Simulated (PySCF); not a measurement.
CuBr2 (doublet state).
Structure used (PBE0-D3(BJ)/def2-SVP), in Å, numbered top down from 1:
```xyz
3
CuBr2 angstrom
Cu     0.0000    0.0000    0.0000
Br    -0.0173   -0.0217    2.2154
Br     0.0173    0.0217   -2.2154
```

Computed, not measured: PBE0-D3(BJ)/def2-SVP geometry optimisation, gas phase in PySCF 2.14.0.

Masses are those of the commonest isotopes; rigid-rotor values at the optimised geometry. 

(1) What are the moment of inertia and the rotational constant?

Results:

(1) I = 774.787 u·Å², B = 505379 MHz·u·Å²/I = 652.3 MHz (0.0218 cm⁻¹, or 0.031 K as hB/k).

If the electronic state has orbital angular momentum about the axis (Π, Δ; not determined here), the simple ladder of levels BJ(J+1) doesn't apply.

Whether it is a minimum is left open (no frequencies). ⟨S²⟩ = 0.754 (exact for a doublet: 0.75). These are rigid-rotor constants of the computed structure; measured ground-state constants (B0) also hold zero-point vibration.

Neither the SCF state along the optimisation nor the shape of the open-shell metal species was proved the lowest: other solutions of the same spin, or a structure of lower symmetry, can lie below.
